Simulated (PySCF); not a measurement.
**Working out the ionisation energy of W**

W [Xe] 4f14 5d4 6s2 (5D) → W⁺ [Xe] 4f14 5d4 6s1 (6D). Computed with PySCF 2.14 in x2c-TZVPPall (11s7p7d3f1g, 97 functions), with the spin-free X2C one-electron Hamiltonian (Gaussian nucleus). Frozen: [Xe] 4f14. Energies in hartree (1 hartree = 27.21139 eV):

| part | W (lower) | W⁺ (upper) |
| --- | --- | --- |
| UHF | -16138.215173 | -16137.997653 |
| MP2 opposite-spin | -0.046468 | -0.014665 |
| MP2 same-spin | -0.044833 | -0.045615 |

Q: What does Hartree-Fock give?

A: (-16137.997653) − (-16138.215173) = 0.217520 hartree = 5.919 eV.

Q: What do MP2 and SCS-MP2 (6/5 opposite-spin, 1/3 same-spin) give?

A: The opposite-spin parts differ by 0.865 eV and the same-spin parts by -0.021 eV. MP2: 5.919 + (0.865) + (-0.021) = 6.763 eV. SCS-MP2: 5.919 + 1.2 × (0.865) + (-0.021)/3 = 6.950 eV.

Measured between the centres of the two terms (NIST): 7.825 eV, so MP2 (valence) is off by -1.062 eV.

What remains against the reference includes basis incompleteness, the frozen core and correlation beyond second order.
